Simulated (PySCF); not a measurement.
# Spin states of MgTe

Unrestricted PBE0; basis Mg aug-cc-pVDZ, Te aug-cc-pVDZ-PP with ECP28; scalar-relativistic core potentials; PySCF 2.14. Outer shells of the fragments: Mg 3s2; Te 4d10 5s2 5p4.

Followed along the bond (rough minima from three points):

| 2Ms+1 | unpaired | ⟨S²⟩ at the start | R at minimum (Å) | Te (eV) |
| --- | --- | --- | --- | --- |
| 1 | none | 0.00 | 2.47 | 0.00 |
| 3 | σ ↑, π ↑ | 2.01 | 2.71 | 0.10 |
| 1 | σ ↑, π ↓ | 1.01 | 2.70 | 0.16 |
| 3 | σ ↑↑ | 2.01 | 2.68 | 1.60 |

Solutions found at the starting distance of 2.675 Å, counted from the lowest of them; the search is not exhaustive and high or unbound solutions are not listed, so other states can lie among these:

```
2Ms+1  unpaired   term  E (eV)  ⟨S²⟩  ⟨Lz²⟩  μ (D)
    3  σ ↑, π ↑     ³Π    0.00  2.01   1.01  -2.42
    1  σ ↑, π ↓  mixed    0.06  1.01   1.01  -2.51
    1      none    ¹Σ⁺    0.06  0.00   0.00  -7.22
    3      σ ↑↑    ³Σ⁺    1.49  2.01   0.00  -3.60
    3      π ↑↑    ³Σ⁻    2.31  2.01   0.00   4.41
    3      π ↑↑  mixed    2.57  2.02   2.01  -2.33
```

A term symbol is given only where ⟨S²⟩ and ⟨Lz²⟩ are close to those of a pure state; real π, δ and φ orbitals otherwise mix terms. A positive dipole means Mg(−)Te(+).

Problem. Compare the gap between the two lowest followed solutions at the starting distance with the gap between their minima.

Solution. At PBE0 the second solution (triplet, unpaired electrons σ ↑, π ↑) lies -0.06 eV from the first (singlet, closed shell) at 2.675 Å and +0.10 eV at the minima; the two curves relax by different amounts, since their minima lie near 2.71 and 2.47 Å.

Spin–orbit coupling is left out. Counting both spins, an empty level lies below a filled one in some of these solutions, because spin and occupation are held.
